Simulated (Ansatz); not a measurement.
`CS[SiH](Cl)Cl` + HCl → `Cl[SiH](Cl)Cl` + CH₃SH at 298.15 K and 1 bar (ligand exchange at the Si–S bond).

Computed with Ansatz on PBE0-D4/def2-TZVP structures; ΔE is electronic, products minus reactants. CBS: MP2 limit from def2 TZ/QZ plus the TZ coupled-cluster correction, frozen cores. This one scheme is used for every species. One conformer a species, not always the lowest.

```csv
species,CCSD(T)/CBS energy (Eh),H − E (kJ/mol),S (J/(mol·K))
`CS[SiH](Cl)Cl`,-1647.00366,159.0,373.2
HCl,-460.38127,26.6,186.8
`Cl[SiH](Cl)Cl`,-1669.16736,53.3,314.4
CH₃SH,-438.22835,133.0,253.2
```

H − E and S are ideal-gas, rigid-rotor, harmonic terms from PBE0-D4/def2-TZVP, for one conformer and one mirror image of each species. 1 Eh = 2625.50 kJ/mol, R = 8.31446 J/(mol·K).

Question: By hand: ΔE, ΔH, ΔS and ΔG.

Answer: ΔE = (-1669.16736) + (-438.22835) − (-1647.00366) − (-460.38127) = -0.01078 Eh = -28.3 kJ/mol. Δ(H − E) = 53.3 + 133.0 − 159.0 − 26.6 = 0.7, so ΔH = -27.6 kJ/mol. ΔS = 314.4 + 253.2 − 373.2 − 186.8 = 7.6 J/(mol·K). ΔG = -27.6 − 298.15 × (7.6)/1000 = -29.9 kJ/mol.

Question: By hand: the equilibrium constant, and the temperature at which ΔG would vanish if ΔH and ΔS stayed fixed.

Answer: log₁₀ K = −ΔG/(RT ln 10) = 5.2. ΔH and −TΔS have one sign here, so there is no such temperature.

The number of gas molecules stays the same, so ΔS is small and ΔH decides. A doubt of 5 kJ/mol in ΔE shifts log₁₀ K by 0.9 here. Other conformers and mirror images would add mixing entropy, several J/(mol·K) or more a flexible species. Modes under 60 cm⁻¹, often nearly free rotors, make the harmonic entropy too high. These are equilibria of isolated gas molecules and say nothing of rates. Largest T1 diagnostic: 0.010 (customary marks: 0.02 for closed shells, 0.045 for open ones).

ΔS is within the doubt of such terms, so its sign, and with it that verdict, could turn.
